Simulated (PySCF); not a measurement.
**Correlation energy of Sb³⁺ (antimony, charge +3)**

[Kr] 4d10 5s2, closed-shell 1S. All numbers are calculated (PySCF 2.14, scalar relativity through the core potential, in aug-cc-pVQZ-PP with ECP28MDF (7s7p5d3f2g, 92 functions)). Frozen: 4s2 4p6 4d10; 2 electrons correlated.

With two correlated electrons CCSD is exact within the correlated space (frozen core and kept virtual orbitals).

| level | correlation energy (mhartree) |
| --- | --- |
| CCSD | -36.10 |

Diagnostics: T1 = 0.0033, D1 = 0.0046, largest double amplitude 0.097.

Is a single reference adequate?

Mostly. T1 lies below 0.03, but a double amplitude of this size points to a near-degeneracy that CCSD handles and MP2 describes poorly.
